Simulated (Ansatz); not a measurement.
Program: Ansatz. Geometries: PBE0-D4/def2-TZVP. ΔE: electronic, gas phase. CBS: MP2 limit from def2 TZ/QZ plus the TZ coupled-cluster correction, frozen cores. DFT in def2-TZVPP. HSE06 is defined as in plane-wave codes. def2 core potentials past Kr. For Sn outer-core shells are correlated without core-valence functions, which leaves a few kJ/mol of doubt a bond. One conformer a species, not always the lowest.

`[SiH3][Sn]([SiH3])([Cl])[Cl]` + `CC[SiH](N)F` → `CC[SiH](N)[SiH3]` + `[F][Sn]([SiH3])([Cl])[Cl]`  (redistribution)

CCSD(T)/CBS gives +144.3 kJ/mol.

Question: Another level gave +149.3 kJ/mol. Which?
A. SCS-MP2/def2-TZVPP
B. HSE06-D4/def2-TZVPP
C. BLYP-D4/def2-TZVPP
D. CAM-B3LYP/def2-TZVPP

Answer: A. SCS-MP2/def2-TZVPP 149.3, HSE06-D4 139.5, BLYP-D4 132.6, CAM-B3LYP 144.5 kJ/mol.

Largest T1 diagnostic among the species: 0.013.

At CCSD(T), def2-SVP lies −9.6 kJ/mol from the extrapolated value and def2-TZVPP +1.0 kJ/mol. Leaving LDA and LC-ωPBE aside and taking each functional with its dispersion term where it has one, the values, not all of them listed here, spread over 29.0 kJ/mol, from revPBE-D4 to BHLYP-D4. LDA lies +12.3 kJ/mol from PBE without D4. From r2SCAN to r2SCAN0 (25 % exact exchange), in def2-TZVPP and without D4, ΔE moves by +8.6 kJ/mol.

CCSD(T)/CBS has its own doubt, a few kJ/mol and more with outer-core shells, so smaller differences from it don't rank the levels.
